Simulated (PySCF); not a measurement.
# Static response to an electric field

C₃H₁₁NO₂SSi₂.
Geometry (PBE0-D3(BJ)/def2-SVP, Å), atoms numbered from 1 in this order:
```
atom  x, y, z in Å
C1    -2.883    0.508   -0.572
S2    -1.700   -0.693    0.012
O3    -1.752   -0.681    1.474
O4    -1.933   -1.934   -0.731
C5    -0.092   -0.106   -0.497
C6     0.415    1.098    0.292
Si7    2.307    1.095    0.191
N8     2.558   -0.616   -0.010
Si9    1.139   -1.579   -0.326
H10   -2.670    1.484   -0.117
H11   -2.850    0.549   -1.667
H12   -3.859    0.136   -0.232
H13   -0.177    0.091   -1.580
H14    0.140    0.958    1.351
H15   -0.031    2.047   -0.048
H16    2.944    1.644    1.428
H17    2.806    1.911   -0.963
H18    3.482   -1.033    0.038
H19    1.231   -2.350   -1.599
H20    0.782   -2.503    0.787
```

Level: PBE0/def2-SVPD (PySCF), static field, nuclei fixed, core orbitals frozen in the response. The polarisability tensor in these axes (au):

```
x   135.86   4.55   2.82
y     4.55 119.20   3.55
z     2.82   3.55 101.12
```

Q: What are the eigenvalues, a third of the trace, and Δα (Δα² = ½Σ(αi − αj)² over the three pairs)?

A: Principal values 100.34, 118.45 and 137.38 au; mean 118.72 au = 17.59 Å³ = 19.58 × 10⁻⁴⁰ C²·m²/J; Δα = 32.08 au (27 % of the mean).

Q: What is the dipole moment, and where does it point?

A: (1.59, 3.51, -1.96) D, 4.32 D in size, pointing from the negative to the positive side. Measured along this direction, the outermost atoms are H20 at the negative end and H17 at the positive end.

Q: What depolarisation ratio follows for Rayleigh scattering of linearly polarised light, taking the static tensor?

A: ρ = 3Δα²/(45ᾱ² + 4Δα²) = 3087.8/(634299 + 4117.0) = 0.00484.

Q: What molar refraction does this α imply?

A: Lorentz–Lorenz: R = (4π/3)N_A α = 2.5225 cm³/(mol·Å³) × 17.59 Å³ = 44.4 cm³/mol, in the limit of long wavelengths.

Q: Orientational against electronic polarisability at 273 K (dilute gas, rigid molecules)?

A: In Gaussian units μ²/3kT = 165.40 Å³ against 17.59 Å³, a ratio of 9.40; the Debye molar polarisation (4π/3)N_A(α + μ²/3kT) is 461.6 cm³/mol, leaving out the vibrational part.

Isolated species at its PBE0-D3(BJ)/def2-SVP geometry (one conformer only).
